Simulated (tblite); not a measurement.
`CC(=O)N[Si@](C)(N)[SiH3]`. The geometry is computed with GFN2-xTB (gas phase).

```
atom  x, y, z in Å
C1     3.0520    0.5354    0.2410
C2     1.5553    0.5183    0.4712
O3     1.0529    1.0604    1.4444
N4     0.8247   -0.1176   -0.4504
Si5   -0.9505   -0.2048   -0.3431
C6    -1.3439   -2.0590   -0.5397
N7    -1.3820    0.4655   -1.8933
Si8   -1.4646    0.8983    1.6196
H9     3.4239   -0.4804    0.1231
H10    3.5458    1.0070    1.0860
H11    3.2764    1.0962   -0.6648
H12    1.3253   -0.5214   -1.2264
H13   -2.4147   -2.2266   -0.4906
H14   -0.8871   -2.6510    0.2474
H15   -0.9955   -2.4448   -1.4938
H16   -1.1759    1.4396   -2.0577
H17   -2.3111    0.2714   -2.2317
H18   -0.9844    0.2556    2.8378
H19   -1.2033    2.3355    1.5725
H20   -2.9485    0.8330    1.7455
```

(1) Which two atoms are farthest apart?

(2) Work out the bond lengths C1–H9, C2=O3, C6–H14, N7–H17, Si8–H18 in bohr.

(3) Where is the centre of mass (commonest isotopes), and what is the radius of gyration?

(4) How far apart are these pairs, which share no bond: C1···O3, C2···Si5, O3···Si5, O3···H16, C6···H18, H15···H18?

(5) What are the angles C2–C1–H11, N4–Si5–C6, H13–C6–H15, Si5–C6–H14, Si5–N7–H17?

(6) What is the repulsion energy of the bare nuclei, Σ ZA·ZB/RAB?

(7) Write the matrix of distances between heavy atoms (Å, lower triangle).

## Answers

(1) H10···H13, 6.96 Å; the next longest distance is 6.77 Å.

(2) For C1–H9 the difference vector is (0.3719, -1.0158, -0.1178) Å, of length 1.0881 Å. 1 bohr = 0.529177 Å. C1–H9 2.056; C2=O3 2.309; C6–H14 2.052; N7–H17 1.904; Si8–H18 2.756 bohr.

(3) Mass 148.049 u; centre at (-0.140, 0.190, 0.186) Å; Rg = √(Σ m r²/M) = 2.146 Å. As Ia + Ib + Ic = 2 Σ m r², the three principal moments sum to 1363.1 u·Å².

(4) C1···O3 2.392 Å (2 bonds apart); C2···Si5 2.732 Å (2 bonds apart); O3···Si5 2.968 Å (3 bonds apart); O3···H16 4.168 Å (5 bonds apart); C6···H18 4.110 Å (3 bonds apart); H15···H18 5.104 Å (4 bonds apart).

(5) From the scalar product of the two bond vectors; for C2–C1–H11 it is -0.5540 Å² over 1.5144 × 1.0887 Å², cos θ = -0.3360. C2–C1–H11 109.6°; N4–Si5–C6 104.3°; H13–C6–H15 107.5°; Si5–C6–H14 111.6°; Si5–N7–H17 116.9°.

(6) 562.55 Eh over 190 pairs, with full nuclear charges and distances in bohr; the largest single term is 44.91 Eh (Si5 with Si8).

(7) 
```
C1    0.000
C2    1.514  0.000
O3    2.392  1.222  0.000
N4    2.422  1.337  2.243  0.000
Si5   4.112  2.732  2.968  1.781  0.000
C6    5.164  4.009  4.406  2.912  1.906  0.000
N7    4.921  3.771  4.174  2.700  1.743  2.865  0.000
Si8   4.736  3.253  2.529  3.249  2.309  3.664  3.540  0.000
```

Its GFN2-xTB frequencies are all real (lowest 33 cm⁻¹). The numbers are those of one conformer.
